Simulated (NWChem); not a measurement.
**Ionisation of HSn**

```
Sn
H 1 1.8080
```
Charge 0, spin multiplicity 2.

Program: NWChem. Structure: optimised with UPBE/def2-SVP with def2 effective core potentials on Sn, a minimum by its harmonic frequencies.

Basis set: def2-TZVP. The species with one electron less has spin multiplicity 1 and keeps the geometry of the parent. Δ marks differences of total energies (open shells unrestricted). −ε marks an orbital energy of the parent. That orbital need not have the symmetry of the hole or added electron in the Δ rows. That singlet is a closed-shell solution.

Effective core potentials replace the inner electrons of Sn; spin-orbit coupling is left out. The correlated methods keep 4 core orbitals frozen. B3LYP has NWChem's definition, with VWN1-RPA local correlation. This spin state was chosen for the runs; another may lie lower. The structure started from a generated list of species. The unpaired electrons of the parent sit in orbitals of symmetry b2 (C2v labels of the run); other states weren't searched. No SCF solution was tested for a lower state.

Question: Order these methods by the first vertical ionisation energy they give, lowest first: ΔB2PLYP, evGW@PBE0, ΔPBE0, −ε(alpha HOMO) of B3LYP, −ε(alpha HOMO) of PBE0.

Answer: −ε(alpha HOMO) of B3LYP (4.70 eV), −ε(alpha HOMO) of PBE0 (4.97 eV), evGW@PBE0 (7.03 eV), ΔB2PLYP (7.12 eV), ΔPBE0 (7.21 eV)
